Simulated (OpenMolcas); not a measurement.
# Mo4+ in Cs2ZrCl6: curves along the breathing mode

Mo4+ with its 6 nearest chloride ions, on the Zr site of Cs2ZrCl6 (a = 10.407 Å, distance in the model lattice 2.446 Å). The rest of the host is ab initio model potentials to 7.6 Å and point charges beyond; the distance is set by hand and nothing relaxes. Ligand basis ANO-RCC-VDZP.

| Item | Value |
| --- | --- |
| Program | OpenMolcas |
| Method | CASSCF |
| Basis | ANO-RCC-VDZP [6s5p3d1f] |
| Scalar Hamiltonian | DKH2, point nucleus |
| Active space | 2 electrons in 5 orbitals (4d) |
| State averaging | 2S+1 = 3 even, 10 roots; 2S+1 = 1 even, 15 roots |
| Spin-orbit coupling | state interaction with AMFI integrals over the reference wave functions |

Spin-free energies (labels of O, the rotations of Oh) in cm-1 above the lowest fitted minimum, as all ligands move together:

```
R (Å)    3T1    1T2     1E    1A1    3T2  3T1(2)    3A2
2.263   4390  12860  13280  24440  34860   42110  66620
2.316    740   9470   9840  21200  28650   36050  57940
2.369     80   9040   9370  20900  25710   33220  52800
2.422   1850  11020  11330  22980  25460   33060  50610
2.476   5690  15050  15340  27090  27480   35160  50920
2.529  11070  20600  20880  32690  31280   39010  53280
2.582  17720  27410  27680  39540  36550   44320  57330
```

Cubic fits give the following; the wavenumber is harmonic, with the mass of all moving ligands, small differences in it between states hang on the degree of the fit, a number in brackets counts states of one label, and the table is a selection of at most 14 states with clean curves.

```json
{"State": "3T1", "R0 (Å)": "2.357", "Breathing mode (cm-1)": "380", "Minimum (cm-1)": "0"}
{"State": "1T2", "R0 (Å)": "2.352", "Breathing mode (cm-1)": "381", "Minimum (cm-1)": "8900"}
{"State": "1E", "R0 (Å)": "2.353", "Breathing mode (cm-1)": "381", "Minimum (cm-1)": "9240"}
{"State": "1A1", "R0 (Å)": "2.349", "Breathing mode (cm-1)": "380", "Minimum (cm-1)": "20720"}
{"State": "3T2", "R0 (Å)": "2.401", "Breathing mode (cm-1)": "371", "Minimum (cm-1)": "25240"}
{"State": "3T1(2)", "R0 (Å)": "2.399", "Breathing mode (cm-1)": "371", "Minimum (cm-1)": "32810"}
{"State": "3A2", "R0 (Å)": "2.441", "Breathing mode (cm-1)": "364", "Minimum (cm-1)": "50430"}
{"State": "1E(2)", "R0 (Å)": "2.441", "Breathing mode (cm-1)": "362", "Minimum (cm-1)": "59410"}
{"State": "1A1(2)", "R0 (Å)": "2.437", "Breathing mode (cm-1)": "362", "Minimum (cm-1)": "69770"}
```

The minimum of 3T2 is shifted by +0.0446 Å against 3T1 (from the unrounded fits). With M = 212.7 u for the moving shell, the Huang-Rhys factor in this mode is S = M ω ΔR² / 2ħ = 0.01483 × 212.7 × 380 × 0.0446² = 2.38. Only the first shell moves, against a rigid host.

An orbital triplet at a regular site is open to Jahn-Teller coupling, which can distort the site and quench the lowest spin-orbit gaps and is left out. Without dynamic correlation the repulsion within the d shell is too large (B by tens of per cent), so at a given field states of lower spin stand too high. With metal d orbitals alone the field can be off either way by tens of per cent. Ligand-to-metal charge-transfer states are missing. With no ligand orbital active B as a rule stays too high, so bands that hang on it stand too high and its fall with covalency is understated. The least metal-like active orbital is 66 % on the metal (Löwdin) and no ligand orbital is active, so the numbers are rough (holds for R = 2.263). The least metal-like active orbital is 68 % on the metal (Löwdin) and no ligand orbital is active, so the numbers are rough (holds for R = 2.316). The least metal-like active orbital is 69 % on the metal (Löwdin) and no ligand orbital is active, so the numbers are rough (holds for R = 2.369; R = 2.422). The least metal-like active orbital is 70 % on the metal (Löwdin) and no ligand orbital is active, so the numbers are rough (holds for R = 2.476; R = 2.529; R = 2.582). No measured value stands beside these numbers.
